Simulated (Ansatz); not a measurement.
`NB(F)[SiH3]` + `CBO` → `OBB(F)[SiH3]` + CH₃NH₂  (formal exchange of groups at a B–N bond)

Gas-phase electronic energies from Ansatz, PBE0-D4/def2-TZVP geometries. CBS: MP2 limit from def2 TZ/QZ plus the TZ coupled-cluster correction, frozen cores. Functionals use def2-TZVPP. Each species was taken in one conformer, which may not be the lowest.

`NB(F)[SiH3]`:

```xyz
9

N    -0.029    1.357   -0.944
B     0.154    0.713    0.276
F     0.487    1.466    1.337
Si   -0.061   -1.294    0.500
H     0.081    2.353   -1.053
H    -0.279    0.870   -1.786
H     1.212   -1.922    0.951
H    -1.109   -1.613    1.509
H    -0.455   -1.930   -0.791
```

`CBO`:

Cartesian coordinates in Å:
```
C -0.791 -0.589 -0.202
B 0.541 0.136 0.159
O 0.609 1.488 0.074
H -1.587 0.094 -0.506
H -1.141 -1.182 0.650
H -0.621 -1.312 -1.007
H 1.520 -0.473 0.515
H 1.469 1.838 0.317
```

`OBB(F)[SiH3]`:

Cartesian coordinates in Å:
```
O 0.551 -1.612 1.635
B 0.262 -1.456 0.320
B 0.683 -0.001 -0.465
F 1.823 0.084 -1.151
Si -0.549 1.638 -0.503
H 0.247 -2.447 2.001
H -0.341 -2.331 -0.256
H -1.549 1.448 -1.595
H 0.182 2.910 -0.759
H -1.308 1.766 0.772
```

CH₃NH₂:

```xyz
7

C     0.114   -0.497   -0.251
N    -0.481    0.653    0.408
H     1.189   -0.412   -0.467
H    -0.402   -0.679   -1.197
H    -0.032   -1.385    0.367
H    -0.365    1.486   -0.154
H    -0.023    0.833    1.293
```

| level | ΔE (eV) |
| --- | --- |
| PBE0-D4 | 2.75 |
| B2PLYP | 2.80 |
| PBE | 2.70 |
| CCSD/CBS(def2) | 2.76 |

Question: What does CCSD(T)/CBS give? (Estimate.)

Answer: The calculation gave: +2.77 eV. The listed levels differ from it by -0.02, 0.03, -0.07, -0.01 eV.

Largest T1 diagnostic among the species: 0.015.

From PBE to PBE0 (25 % exact exchange), in def2-TZVPP and without D4, ΔE moves by +0.05 eV.
